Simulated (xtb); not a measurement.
Species: HCl2In, SMILES `[Cl][InH][Cl]` (charge 0, multiplicity 1).

Give a relaxed geometry from xtb with GFN2-xTB.

the end point of this relaxation (outside a Z-matrix the atoms follow the SMILES, hydrogens last).
Z-matrix (Å, degrees):
```
In
H 1 1.7079
Cl 1 2.2861 2 123.20
Cl 1 2.2861 2 123.26 3 179.97
```
